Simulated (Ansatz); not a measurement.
Cd₂Se⁺. Total charge 1; doublet. Geometry PBE0-D4/def2-TZVP; atoms count from 1.

```xyz
3

Cd    2.1006   -0.1257   -0.5199
Cd   -2.1332   -0.2422   -0.2990
Se    0.0326    0.3679    0.8189
```

In the def2 sets Cd takes a core potential; there is no spin–orbit coupling. The structure comes from a short search, and lower isomers may exist.

Q: Estimate the Mulliken populations from the PBE0/def2-TZVP orbitals of Ansatz.

A: 
| atom | charge (e) | spin (α − β) | d electrons |
| --- | --- | --- | --- |
| Cd1 | 0.64 | 0.35 | 9.99 |
| Cd2 | 0.64 | 0.35 | 9.99 |
| Se3 | -0.28 | 0.30 | – |
Mulliken values and Mayer orders depend strongly on the basis.

Q: Where does the spin sit?

A: Summed by element: Cd 0.70, Se 0.30, of 1 unpaired in all. Largest on single atoms: Cd1 0.35, Cd2 0.35, Se3 0.30.

Q: And the Mayer bond orders between bonded heavy atoms (over 0.3)?

A: Cd1–Se3 1.02 (2.51 Å); Cd2–Se3 1.02 (2.51 Å).
